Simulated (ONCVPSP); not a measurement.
u(r) = r·R(r): atom against pseudo-atom (P (Z = 15))

Columns: radius, all-electron u(r) and pseudo u(r) of the 3p shell (level -5.60 eV) of phosphorus in the configuration [Ne] 3s2 3p3; LDA (Perdew-Wang 92), scalar-relativistic, ONCV scheme, ONCVPSP 4.0.1.

| r (bohr) | all-electron | pseudo |
| --- | --- | --- |
| 0.090 | -0.1155 | 0.0048 |
| 0.180 | -0.2474 | 0.0191 |
| 0.270 | -0.3002 | 0.0423 |
| 0.360 | -0.2804 | 0.0735 |
| 0.450 | -0.2126 | 0.1118 |
| 0.540 | -0.1182 | 0.1560 |
| 0.630 | -0.0125 | 0.2050 |
| 0.720 | 0.0943 | 0.2573 |
| 0.810 | 0.1961 | 0.3113 |
| 0.900 | 0.2892 | 0.3653 |
| 0.990 | 0.3719 | 0.4178 |
| 1.080 | 0.4435 | 0.4674 |
| 1.170 | 0.5041 | 0.5131 |
| 1.260 | 0.5540 | 0.5542 |
| 1.350 | 0.5940 | 0.5901 |
| 1.440 | 0.6249 | 0.6204 |
| 1.530 | 0.6477 | 0.6445 |
| 1.620 | 0.6633 | 0.6619 |
| 1.710 | 0.6726 | 0.6723 |
| 1.800 | 0.6763 | 0.6763 |
| 1.890 | 0.6755 | 0.6754 |
| 1.980 | 0.6707 | 0.6706 |
| 2.070 | 0.6626 | 0.6625 |
| 2.160 | 0.6517 | 0.6517 |
| 2.250 | 0.6387 | 0.6387 |
| 2.340 | 0.6239 | 0.6239 |

Problem. How many radial nodes do the two functions have?

Solution. The all-electron 3p function has n − l − 1 = 1; the pseudo-wave has 0, since the states of the same l below it are removed with the core.

Problem. At about which radius was the pseudo-wave matched?

Solution. 1.80 bohr, where the columns begin to agree (steps of 0.09 bohr).

Problem. Is the pseudo-wave norm-conserving?

Solution. Yes: the ONCV scheme keeps the norm inside the radius equal to the all-electron one, which fixes the energy derivative of the logarithmic derivative at the level.
